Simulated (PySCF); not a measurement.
C2H7Si, SMILES [CH2][SiH2]C, multiplicity 2.

Geometry: B3LYP-D3(BJ)/def2-SVP. The isomer is the one that the SMILES or the coordinates give; other isomers of the formula were not compared.

Method: PySCF 2.14.0 with TDA-CAM-B3LYP/def2-SVPD.

Vertical excitations. 

Computed UV-visible absorptions:
```json
[
 {"state": "root 1", "energy (eV)": "4.63", "λ (nm)": "268", "f": "0.003", "main pairs": "β HOMO−2→LUMO 90 %"},
 {"state": "root 2", "energy (eV)": "5.59", "λ (nm)": "222", "f": "0.004", "main pairs": "β HOMO→LUMO 74 %"},
 {"state": "root 3", "energy (eV)": "5.97", "λ (nm)": "208", "f": "0.035", "main pairs": "β HOMO−1→LUMO 87 %"},
 {"state": "root 4", "energy (eV)": "6.15", "λ (nm)": "202", "f": "0.018", "main pairs": "α HOMO→LUMO 53 %, α HOMO→LUMO+1 40 %"},
 {"state": "root 5", "energy (eV)": "6.66", "λ (nm)": "186", "f": "0.009", "main pairs": "α HOMO→LUMO+1 44 %, α HOMO→LUMO 32 %, α HOMO→LUMO+3 11 %"},
 {"state": "root 6", "energy (eV)": "6.71", "λ (nm)": "185", "f": "0.002", "main pairs": "β HOMO−5→LUMO 45 %, β HOMO−3→LUMO 34 %, β HOMO→LUMO 12 %"},
 {"state": "root 7", "energy (eV)": "7.30", "λ (nm)": "170", "f": "0.012", "main pairs": "α HOMO→LUMO+2 88 %"},
 {"state": "root 8", "energy (eV)": "7.55", "λ (nm)": "164", "f": "0.004", "main pairs": "α HOMO→LUMO+3 68 %"},
 {"state": "root 9", "energy (eV)": "7.68", "λ (nm)": "161", "f": "0.017", "main pairs": "α HOMO→LUMO+4 79 %"},
 {"state": "root 10", "energy (eV)": "8.17", "λ (nm)": "152", "f": "0.013", "main pairs": "α HOMO→LUMO+5 39 %, α HOMO−1→LUMO 12 %, α HOMO→LUMO+6 10 %, β HOMO→LUMO+1 12 %"}
]
```
Unrestricted roots are not spin-pure.
